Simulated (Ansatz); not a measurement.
Species: sum formula H₇Si₃O₂, net charge -1, singlet state. It need not be the lowest isomer of its formula. Whether it binds its extra electron was not tested at this geometry. 
Coordinates optimised at B3LYP-D3(BJ)/def2-TZVP (Ansatz, an electronic-structure program):
```xyz
12

Si    -0.0124    -1.3972    -0.6387
O      1.4448    -0.6241    -0.0380
Si     1.9834     0.8670     0.2377
O     -1.1891    -0.6200     0.4311
Si    -2.0600     0.7171     0.2023
H     -0.2465    -0.3877    -1.8269
H      1.7852     1.7981    -0.9118
H      1.3655     1.5257     1.4265
H      3.4539     0.8385     0.5125
H     -2.8319     1.0451     1.4426
H     -1.2462     1.9235    -0.1219
H     -3.0789     0.5924    -0.8831
```
Charge -1, spin multiplicity 1.

Total electronic energies in hartree. Correlated levels leave the core frozen unless marked. No spin-orbit coupling. No relativistic terms. CBS(X,Y): correlation extrapolated as X^-3; Hartree-Fock from the larger set.

```json
[
 {"level": "HF/cc-pVTZ", "program": "Ansatz", "energy (Eh)": "-1020.85341"},
 {"level": "RI-HF/cc-pV(Q+d)Z", "program": "Ansatz", "energy (Eh)": "-1020.89339"},
 {"level": "PBE-D3(BJ)/def2-TZVPD", "program": "Ansatz + dftd3", "energy (Eh)": "-1022.78555"},
 {"level": "B3LYP-D4/def2-TZVPD", "program": "Ansatz + dftd4", "energy (Eh)": "-1023.49864"},
 {"level": "PBE0-D3(BJ)/def2-TZVP", "program": "Ansatz + dftd3", "energy (Eh)": "-1022.86971"},
 {"level": "HSE06-D3(BJ)/def2-TZVPD", "program": "Ansatz + dftd3", "energy (Eh)": "-1022.84434"},
 {"level": "wB97M-V/def2-TZVPD", "program": "Ansatz", "energy (Eh)": "-1023.28793"},
 {"level": "wB97X-V/def2-TZVPD", "program": "Ansatz", "energy (Eh)": "-1023.21485"},
 {"level": "B2PLYP/def2-TZVPD", "program": "Ansatz", "energy (Eh)": "-1022.93929"},
 {"level": "RI-MP2/aug-cc-pV(Q+d)Z", "program": "Ansatz", "energy (Eh)": "-1021.83187"},
 {"level": "SCS-MP2/cc-pV(T+d)Z", "program": "Ansatz", "energy (Eh)": "-1021.73599"},
 {"level": "CCSD/6-31G*", "program": "Ansatz", "energy (Eh)": "-1021.33165"},
 {"level": "CCSD(T)/cc-pV(T+d)Z", "program": "Ansatz", "energy (Eh)": "-1021.81302"},
 {"level": "CCSD(T)/cc-pwCVTZ", "program": "Ansatz", "energy (Eh)": "-1021.83009"},
 {"level": "CCSD(T)/CBS(aug-cc-pV(T+d)Z,aug-cc-pV(Q+d)Z)", "program": "Ansatz", "energy (Eh)": "-1021.9495"}
]
```

Totals of different functionals don't rank their quality; only differences between species are comparable.
